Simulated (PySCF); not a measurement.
CH3Cl3OTi, SMILES C[O][Ti]([Cl])([Cl])[Cl], multiplicity 1. Atoms are numbered in the order given.

```xyz
9

Ti     0.0000     0.0000     0.0836
Cl     1.7918     1.0345     0.7727
Cl     0.0000    -2.0690     0.7727
Cl    -1.7918     1.0345     0.7727
O      0.0000     0.0000    -1.6250
C      0.0000     0.0000    -3.0149
H     -0.8979     0.5184    -3.3863
H      0.8979     0.5184    -3.3863
H      0.0000    -1.0369    -3.3863
```
Charge 0, spin multiplicity 1.

The structure is a stationary point at PBE0-D3(BJ)/def2-SVP. The multiplicity is an assumed one; other spin states were not compared. One conformer was computed; it need not be the lowest.

Two levels are set side by side: PBE/pcSseg-1 (PySCF) and HF/pcSseg-1 (PySCF). GIAO shifts against H2O (¹⁷O), HCl (³⁵Cl), TMS (¹H), TMS (¹³C) at the same level; non-relativistic, no solvent, atoms listed together averaged. Without spin–orbit terms, shifts of atoms bonded to Cl or Br come out too high at both levels. Differences are taken from unrounded values.

| quantity | HF |
|---|---|
| δ(³⁵Cl) of Cl2, Cl3, Cl4 (ppm) | 601.7 |
| δ(¹⁷O) of O5 (ppm) | 346.0 |
| δ(¹³C) of C6 (ppm) | 68.9 |
| δ(¹H) of H7, H8, H9 (ppm) | 4.46 |

Question: What does PBE give, and how far is it from HF? (Estimate from the structure and the level; the computed values follow.)

Answer: 
```csv
quantity,PBE,PBE minus HF
"δ(³⁵Cl) of Cl2, Cl3, Cl4 (ppm)",778.2,176.5
δ(¹⁷O) of O5 (ppm),391.5,45.5
δ(¹³C) of C6 (ppm),80.5,11.6
"δ(¹H) of H7, H8, H9 (ppm)",5.09,0.62
```

Rough cost on one machine, each run with all the roots and properties that it gave: HF against PBE within a factor of 2.
